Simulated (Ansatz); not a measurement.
A single point on Al2F4H2, SMILES `[F][Al@H-]1[F+][Al@@H-]([F])[F+]1`.

```yaml
crystal:
  periodic: [false, false, false]
  atoms:
    - {symbol: F, position_ang: [2.036141, -1.415504, 0.527350]}
    - {symbol: Al, position_ang: [1.268076, 0.031539, 0.559959]}
    - {symbol: F, position_ang: [0.451620, 0.305375, -1.037440]}
    - {symbol: Al, position_ang: [-1.274195, 0.035529, -0.545625]}
    - {symbol: F, position_ang: [-1.777852, -1.409585, -1.131190]}
    - {symbol: F, position_ang: [-0.458976, -0.225101, 1.054585]}
    - {symbol: H, position_ang: [1.875760, 1.335757, 1.155183]}
    - {symbol: H, position_ang: [-2.120584, 1.341980, -0.582813]}
basis:
  gaussian: {orbitals: def2-QZVPP}
correlation: {method: mp2}
```

```sh
$ ansatz run in.yaml --threads 4 --pin off --events-out ev --progress --plain --max-ram 10444MiB
```

Shortened log:

```
Functional definition: HF
2600 factors; integrals over basis functions are off by at most 6.4e-4 eV
mean field evaluation 1: about -24032.5287 eV, gradient 5.4e1 eV
mean field evaluation 2: about -24032.6453 eV, gradient 5.4e1 eV
mean field evaluation 4: about -24037.6288 eV, gradient 2.6e0 eV
mean field evaluation 8: about -24037.6712 eV, gradient 2.3e-1 eV
mean field -24037.67131216 eV, -883.3681274031 hartree, gradient 2.5e-6 eV, S^2 0.000000; 0 other end points of the search recorded, 0 dependent functions left out
14 core orbitals not correlated: weight in the atoms' cores, before any rotation towards them, 1.000 or more for the frozen orbitals, at most 0.000 for the correlated occupied ones
reference -24037.67131216 eV, -883.3681274031 hartree; 18, 18 occupied and 396, 396 virtual orbitals, 2600 factors
second order -34.75883136 eV of doubles, -0.00000000 eV of singles
Total energy: -24072.43014352 eV, -884.6454908951 hartree
```

It took 15 s on 4 threads of an Arm Neoverse V1 on a shared host, with 2.2 GiB of host memory at the peak.
